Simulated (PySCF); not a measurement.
**Electron correlation in Mn²⁺ (manganese, charge +2)**

[Ar] 3d5, high-spin 6S determinant. Computed with PySCF 2.14 in aug-cc-pwCVTZ-DK with one added diffuse shell each of s, p, d, f, g type (11s10p8d5f4g, 152 functions), with the spin-free X2C one-electron Hamiltonian (Gaussian nucleus). Frozen: [Ne]; 13 electrons correlated.

MP2 pair energies summed by pair of shells (mhartree):

| pair | energy | share (%) |
| --- | --- | --- |
| 3p-3d | -208.54 | 43.8 |
| 3p-3p | -101.12 | 21.3 |
| 3d-3d | -75.53 | 15.9 |
| 3s-3p | -45.63 | 9.6 |
| 3s-3d | -38.91 | 8.2 |
| 3s-3s | -6.12 | 1.3 |

Total MP2 correlation energy: -475.84 mhartree.

Same-spin part -170.30 and opposite-spin part -305.54 mhartree; SCS-MP2 scales them by 1/3 and 6/5 to -423.42 mhartree.
